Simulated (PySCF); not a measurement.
Be⁺ (beryllium, charge +1) across methods

[He] 3d1, 2D determinant (an excited configuration). Computed with PySCF 2.14 in dyall-av3z, with the spin-free X2C one-electron Hamiltonian (Gaussian nucleus). The B2PLYP total includes its PT2 part (frozen core); its orbital energies are those of the SCF part.

```tsv
method	E (hartree)	mean ε 1s α (eV)	mean ε 1s β (eV)	mean ε 3d α (eV)	Σ⟨r²⟩ (bohr²)	⟨S²⟩
wB97X	-13.9100	-133.26	-133.26	-6.276	25.71	0.750
LDA	-13.6819	-124.43	-124.42	-4.654	26.31	0.750
PBE	-13.8684	-125.81	-125.80	-4.924	25.81	0.750
UHF	-13.83216	-147.83	-147.83	-5.946	26.32	0.750
LC-wPBE	-13.8579	-131.84	-131.84	-6.284	25.89	0.750
r2SCAN	-13.8954	-128.13	-128.14	-4.777	26.18	0.750
TPSSh	-13.9051	-129.52	-129.52	-4.976	25.93	0.750
B2PLYP	-13.8770	-137.90	-137.90	-5.443	25.91	0.750
```

Estimate the same row for PBE0.

E (hartree) = -13.8716; mean ε 1s α (eV) = -131.52; mean ε 1s β (eV) = -131.51; mean ε 3d α (eV) = -5.232; Σ⟨r²⟩ (bohr²) = 25.99; ⟨S²⟩ = 0.750.

The outer electron is Rydberg-like, and this basis confines it to a smaller radius and binds it less than a complete one would.
